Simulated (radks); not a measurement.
The numbers below are computed, except where a source is named.
Q: These are the eigenvalues of the occupied orbitals of an atom or ion with whole-number occupations (eV). Level of theory: scalar-relativistic Kohn-Sham, PBE, spin-unpolarised, spherical densities, finite nucleus; Fermi nuclear charge, rms radius of each element as measured or else 0.836 A^(1/3) + 0.57 fm (a radial shooting solver on a logarithmic mesh with Libxc functionals).

orbital  eigenvalue
1s        -15069.99
2s        -2044.217
2p        -1816.319
3s        -333.5772
3p        -260.4444
3d        -139.4846
4s         -64.0394
4p         -46.7451

Which element is it, and in what charge state? The configuration may be excited.

A: Z = 37, rubidium, charge +3: Rb3+ in [Ar] 3d10 4s2 4p4. The list shows which subshells hold electrons but not how many an open one holds; the 1s level, -553.81 hartree, gives Z - s = 33.3 by -(Z - s)^2/2, which with screening and relativity narrows Z to a few neighbours, and the depths of the outer levels then fix element, charge and occupations together.
